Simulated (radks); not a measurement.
The mean radii <r> (bohr) of the occupied orbitals of an atom or ion are listed with their occupations. Method: non-relativistic Kohn-Sham, exchange-only r2SCAN, spin-polarised, spherical densities, point nucleus; meta-GGA in the generalised Kohn-Sham scheme; computed with a radial shooting solver on a logarithmic mesh with Libxc functionals.

orbital  occ.     <r>
1s up       1  0.1582
1s down     1  0.1576
2s up       1  0.8207
2s down     1  0.8420
2p up       3  0.7983
2p down     1  0.8368

Name the element and its charge. Open shells, if any, are filled with parallel spins first.

Answer. Z = 10, neon, charge +2: Ne2+ in [He] 2s2 2p4. The 1s radius gives Z: for a bare nucleus <r> = 1.5/Z, 0.15 bohr for Z = 10, and screening makes it slightly larger (0.1582 here). The occupations add up to 8, and the charge is Z minus that.
